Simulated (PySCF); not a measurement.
Isomers of C3H9B. Computed with PBE0-D3(BJ)/def2-SVP geometry optimisation, gas phase (PySCF 2.14.0). Energies are electronic, without zero-point or thermal terms, for one conformer each. No frequencies were run at this level. Point groups hold within 0.08 Å.

Problem. Rank from lowest to highest electronic energy at this level (kJ/mol).
A. `CB(C)C` (BMe3)
B. `[CH3:1][BH:2][CH2:3][CH3:4]` with C1–B2–C3–C4 -2°
C. `[BH2:1][CH2:2][CH2:3][CH3:4]` with H–B1–C2–C3 2° and -179°, B1–C2–C3–C4 -179°
D. BH2(iPr), `[H]B([H])C(C)C`

Solution. A (0.0), B (57.3), C (111.6), D (116.6).

Neighbours under 10 kJ/mol apart (BCCC and [H]B([H])C(C)C) can change places with a better method, another conformer or zero-point energy.

| SMILES | E (Eh) | E rel (kJ/mol) | dipole (D) | point group | A, B, C (MHz) |
| --- | --- | --- | --- | --- | --- |
| CB(C)C | -144.31689 | 0.0 | 0.04 | near C3h | 7281, 7273, 3898 |
| CBCC | -144.29507 | 57.3 | 0.43 | – | 13359, 4730, 3731 |
| BCCC | -144.27437 | 111.6 | 0.70 | – | 25186, 3731, 3456 |
| [H]B([H])C(C)C | -144.27247 | 116.6 | 0.72 | Cs | 8003, 7955, 4406 |

Problem. How do the relative energies change in single points at PBE0/pcSseg-1 (no added dispersion term) on the same geometries?

Solution. 
```csv
SMILES,PBE0-D3(BJ)/def2-SVP (kJ/mol),PBE0/pcSseg-1 (kJ/mol),shift
CB(C)C,0.0,0.0,0.0
CBCC,57.3,57.6,+0.3
BCCC,111.6,111.3,-0.3
[H]B([H])C(C)C,116.6,116.7,+0.1
```

Each column counts from its own lowest isomer. The order is unchanged; the largest shift is 0.3 kJ/mol.
